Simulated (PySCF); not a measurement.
UHF on Cr²⁺ (chromium, charge +2)

Configuration: [Ar] 3d4, high-spin 5D determinant. Calculation: PySCF 2.14, in cc-pVTZ-DK; the spin-free X2C one-electron Hamiltonian (Gaussian nucleus).

| Property | Result |
| --- | --- |
| Total energy | -1048.882098 hartree |
| One-electron energy | -1428.5758 hartree |
| Hartree (Coulomb) energy | 427.3968 hartree |
| Exchange energy | -47.7031 hartree |
| ⟨S²⟩ | 6.0014 |
| ⟨L²⟩ | 6.016 |
| Sum of ⟨r⟩ | 14.56 bohr |
| Sum of ⟨r²⟩ | 16.15 bohr² |
| Traceless quadrupole moment −½Σ⟨3z² − r²⟩ along its main axis | -0.495 e·bohr² |
| Langevin diamagnetic susceptibility | -12.8 ×10⁻⁶ cm³/mol |
| Time after the integrals | 0.45 s of wall time on 1 thread of Neoverse-V2 (shared host) |

```
shell  electrons  mean orbital energy (eV)  spread (eV)  rms radius, mean of both spins (bohr)
 1s α          1                   -6064.3            0                                 0.0734
 1s β          1                   -6064.3            0                                 0.0734
 2s α          1                   -746.97            0                                  0.316
 2s β          1                   -744.46            0                                  0.316
 2p α          3                   -628.31        0.031                                  0.287
 2p β          3                   -625.76        0.786                                  0.287
 3s α          1                   -117.68            0                                  0.965
 3s β          1                   -109.28            0                                  0.965
 3p α          3                   -83.586        1.319                                   1.04
 3p β          3                   -73.301        1.988                                   1.04
 3d α          4                   -32.420        1.739                                   1.33
```

Densities and radii are taken from the X2C orbitals without a picture-change correction, which distorts them close to the nucleus.
